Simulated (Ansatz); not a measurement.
Species: C₃H₁₂OSi₂, charge 0, multiplicity 1. SMILES: [SiH3]CCCO[SiH3]
Coordinates optimised at B3LYP-D3(BJ)/def2-TZVP (Ansatz, an electronic-structure program):
```xyz
18

Si    -2.3171     0.5580     0.5617
C     -1.6038    -0.8577    -0.4554
C     -0.6172    -0.4608    -1.5614
C      0.6014     0.2893    -1.0539
O      1.2740    -0.5006    -0.0782
Si     2.4610     0.0825     0.9012
H     -2.8874     1.5998    -0.3307
H     -3.3950     0.0489     1.4440
H     -1.2873     1.2011     1.4131
H     -2.4447    -1.4000    -0.8974
H     -1.1175    -1.5543     0.2318
H     -1.1131     0.1732    -2.3029
H     -0.2766    -1.3566    -2.0880
H      0.3036     1.2488    -0.6124
H      1.2809     0.5058    -1.8853
H      1.9832     1.2718     1.6503
H      3.6559     0.4835     0.1151
H      2.8096    -1.0101     1.8308
```

Quantity: atomisation energy (electronic, to ground-state atoms), in kcal/mol. Valence correlation only, unless marked. UHF or UKS for open shells. No spin-orbit coupling. No relativistic terms. The coupled-cluster limit lacks core correlation, which all-electron functionals hold. CBS(X,Y): correlation extrapolated as X^-3; Hartree-Fock from the larger set. [CCSD(T)-MP2]/basis is that difference in the basis named.

```tsv
level	program	atomisation energy (kcal/mol)	minus last row
PBE-D4/def2-TZVPD	Ansatz + dftd4	1549.8	4.6
CAM-B3LYP-D3(BJ)/def2-TZVPD	Ansatz + dftd3	1549.7	4.5
CAM-B3LYP-D4/def2-TZVPD	Ansatz + dftd4	1550.0	4.8
MP2/6-31G	Ansatz	1265.5	-279.7
CCSD(T)/aug-cc-pV(T+d)Z	Ansatz	1516.2	-29.0
RI-MP2/CBS(aug-cc-pV(T+d)Z,aug-cc-pV(Q+d)Z)+[CCSD(T)-MP2]/aug-cc-pV(T+d)Z	Ansatz	1546.2	1.0
CCSD(T)/CBS(cc-pV(T+d)Z,cc-pV(Q+d)Z)	Ansatz	1545.2	0.0
```
